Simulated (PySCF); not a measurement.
Stepwise substitution at one centre (B OH-SiH3). All species are isolated molecules in the gas phase. One relaxed conformer stands for each flexible species; it need not be the lowest. Strings in code marks are SMILES.

These are PySCF with B3LYP-D3(BJ)/def2-TZVP values and carry that method's errors. B3LYP has the VWN-RPA correlation part, as in Gaussian. Excitations are Tamm–Dancoff values on a coarser integration grid. The basis has no diffuse functions, so Rydberg states are missing or too high.

| species | S1 oscillator strength | S1 excitation (TDA) (eV) | LUMO (eV) | HOMO (eV) |
|---|---|---|---|---|
| 0 of 3 OH replaced by SiH3 (`OB(O)O`) | 0.001 | 7.53 | -0.28 | -8.89 |
| 1 of 3 OH replaced by SiH3 (`OB(O)[SiH3]` (H–O–B–Si torsion 1°, Si–B–O–H torsion -1°)) | 0.024 | 6.35 | -0.54 | -7.92 |
| 2 of 3 OH replaced by SiH3 (`OB([SiH3])[SiH3]` (H–O–B–Si torsion 0°)) | 0.000 | 4.09 | -1.78 | -7.11 |
| 3 of 3 OH replaced by SiH3 (`[SiH3]B([SiH3])[SiH3]`) | 0.000 | 3.27 | -3.29 | -7.81 |
